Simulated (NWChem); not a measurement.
C4H4F2; SMILES FC(=C)C(F)=C

```xyz
10

C      1.3678    -1.2635     0.0000
C      0.1537    -0.7150     0.0000
F     -0.9566    -1.4860     0.0000
C     -0.1537     0.7150     0.0000
C     -1.3678     1.2635     0.0000
F      0.9566     1.4860     0.0000
H      1.4891    -2.3402     0.0000
H      2.2477    -0.6341     0.0000
H     -2.2477     0.6341     0.0000
H     -1.4891     2.3402     0.0000
```
Atoms are numbered in this order, from 1.

All runs: NWChem. All runs use the structure optimised with B3LYP/6-31G* (spherical d). Total energies compare along this basis series because the functional is fixed.

```
level            basis functions  energy (Ha)  highest occupied level (eV)  orbital gap (eV)
---------------  ---------------  -----------  ---------------------------  ----------------
PBE/pcseg-1                  104    -354.0125                        -6.20              4.02
PBE/aug-pcseg-1              174    -354.0308                        -6.23              3.95
PBE/pcseg-2                  236    -354.2262                        -6.23              3.96
PBE/STO-3G                    34    -349.2701                        -3.19              4.31
PBE/def2-SVP                 104    -353.8115                        -6.03              4.03
```
